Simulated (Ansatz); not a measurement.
Reaction (ligand exchange at the Si–C bond): `C=NC[SiH3]` + `OB(O[SiH3])O[SiH3]` → `[SiH3]OB(O[SiH3])O[SiH3]` + `C=NC`

Computed with Ansatz on PBE0-D4/def2-TZVP structures; ΔE is electronic, products minus reactants. CCSD(T)/CBS adds triple-zeta CCSD(T) − MP2 to the extrapolated MP2 energy (def2 sets, frozen cores). Functionals use def2-TZVPP. One conformer a species, not always the lowest.

| level | ΔE (kJ/mol) |
| --- | --- |
| r2SCAN-D4 | -108.0 |
| r2SCAN | -107.6 |
| CCSD/def2-TZVPP | -116.6 |
| CCSD/CBS(def2) | -114.8 |

Question: What does CCSD(T)/CBS give? (Estimate.)

Answer: Ansatz gave: -112.1 kJ/mol. The listed levels differ from it by 4.1, 4.5, -4.5, -2.7 kJ/mol.

Largest T1 diagnostic among the species: 0.012.

From PBE to PBE0 (25 % exact exchange), in def2-TZVPP and without D4, ΔE moves by −5.6 kJ/mol. In def2-TZVPP, CCSD(T) changes the Hartree–Fock value by +20.2 kJ/mol (the triples alone add +2.7 kJ/mol) and MP2 by +20.1 kJ/mol.
